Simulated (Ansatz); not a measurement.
# What each rung costs, and what it gives

Saddle point of GeH$_{3}$SF, singlet (GeH₃SF ([F][GeH2][SH]) → GeH₂S ([S][GeH2]) + HF; bonds formed: F2–H4; bonds broken: Ge1–F2, S3–H4), PBE0-D4/def2-TZVP structure:

```tsv
atom	x (Å)	y (Å)	z (Å)
Ge1	-0.6060	0.0572	0.2082
F2	1.4144	-0.2250	0.3337
S3	-0.1916	0.2306	-1.8362
H4	1.2404	-0.0851	-0.7122
H5	-0.7621	1.2656	1.1434
H6	-1.0950	-1.2433	0.8631
```

Barriers are electronic and count from the start structure reached by relaxing down the imaginary mode.

Ansatz 0.2.0; basis: as named in each row; cores frozen in the correlated methods. Filled d shells of the heavier atoms are correlated. The def2 sets are not built for correlating such inner shells, so the correlated values are less sure here. B3LYP uses VWN-RPA correlation. Extrapolation: Hartree–Fock as exp(−7.88 √X), correlation as X^−2.97.

Times are rough, for one single point on 2 threads of a shared host (Arm Neoverse V2).

The estimate by CCSD(T) at an estimated basis limit (MP2 extrapolated from triple and quadruple zeta, plus CCSD(T) − MP2 in triple zeta) is 1.703 eV.

```json
{"method": "HF", "basis": "STO-3G", "time (s)": "under 1", "barrier (eV)": "3.116", "method less estimate": "1.413"}
{"method": "PBE-D4", "basis": "STO-3G", "time (s)": "under 1", "barrier (eV)": "1.501", "method less estimate": "-0.202"}
{"method": "SPW92", "basis": "def2-SVP", "time (s)": "under 1", "barrier (eV)": "1.201", "method less estimate": "-0.502"}
{"method": "PBE-D4", "basis": "def2-SVP", "time (s)": "under 1", "barrier (eV)": "1.362", "method less estimate": "-0.341"}
{"method": "SPW92", "basis": "def2-TZVPP", "time (s)": "under 1", "barrier (eV)": "1.286", "method less estimate": "-0.417"}
{"method": "B3LYP-D4", "basis": "6-31G", "time (s)": "1", "barrier (eV)": "1.599", "method less estimate": "-0.104"}
{"method": "PBE0-D4", "basis": "def2-SVP", "time (s)": "1", "barrier (eV)": "1.523", "method less estimate": "-0.180"}
{"method": "PBE-D4", "basis": "def2-TZVPP", "time (s)": "2", "barrier (eV)": "1.441", "method less estimate": "-0.262"}
{"method": "BLYP-D4", "basis": "def2-TZVPP", "time (s)": "2", "barrier (eV)": "1.550", "method less estimate": "-0.153"}
{"method": "BHLYP-D4", "basis": "def2-TZVPP", "time (s)": "2", "barrier (eV)": "1.865", "method less estimate": "0.162"}
{"method": "CCSD(T)", "basis": "def2-SVP", "time (s)": "2", "barrier (eV)": "1.778", "method less estimate": "0.075"}
{"method": "B3LYP-D4", "basis": "def2-TZVPP", "time (s)": "3", "barrier (eV)": "1.673", "method less estimate": "-0.030"}
{"method": "PBE0-D4", "basis": "def2-TZVPP", "time (s)": "3", "barrier (eV)": "1.605", "method less estimate": "-0.098"}
{"method": "CAM-B3LYP-D4", "basis": "def2-TZVPP", "time (s)": "3", "barrier (eV)": "1.739", "method less estimate": "0.036"}
{"method": "RPA on PBE", "basis": "def2-TZVPP", "time (s)": "4", "barrier (eV)": "1.741", "method less estimate": "0.038"}
{"method": "r2SCAN-D4", "basis": "def2-TZVPP", "time (s)": "4", "barrier (eV)": "1.603", "method less estimate": "-0.100"}
{"method": "B2PLYP", "basis": "def2-TZVPP", "time (s)": "4", "barrier (eV)": "1.702", "method less estimate": "-0.001"}
{"method": "PBE-QIDH", "basis": "def2-TZVPP", "time (s)": "4", "barrier (eV)": "1.714", "method less estimate": "0.010"}
{"method": "wB97M-V", "basis": "def2-SVP", "time (s)": "5", "barrier (eV)": "1.574", "method less estimate": "-0.129"}
{"method": "r2SCAN0-D4", "basis": "def2-TZVPP", "time (s)": "6", "barrier (eV)": "1.693", "method less estimate": "-0.011"}
{"method": "wB97X-V", "basis": "def2-TZVPP", "time (s)": "7", "barrier (eV)": "1.764", "method less estimate": "0.061"}
{"method": "B97M-V", "basis": "def2-TZVPP", "time (s)": "8", "barrier (eV)": "1.706", "method less estimate": "0.003"}
{"method": "wB97M-V", "basis": "def2-TZVPP", "time (s)": "8", "barrier (eV)": "1.668", "method less estimate": "-0.035"}
{"method": "MP2", "basis": "def2-QZVPP", "time (s)": "13", "barrier (eV)": "1.660", "method less estimate": "-0.043"}
{"method": "CCSD(T)", "basis": "def2-TZVPP", "time (s)": "43", "barrier (eV)": "1.748", "method less estimate": "0.044"}
```

All methods are single points on the PBE0-D4 structures.

T1 diagnostic: at most 0.016.

Labels in which every atom is bracketed show which atoms are joined, not bond orders.
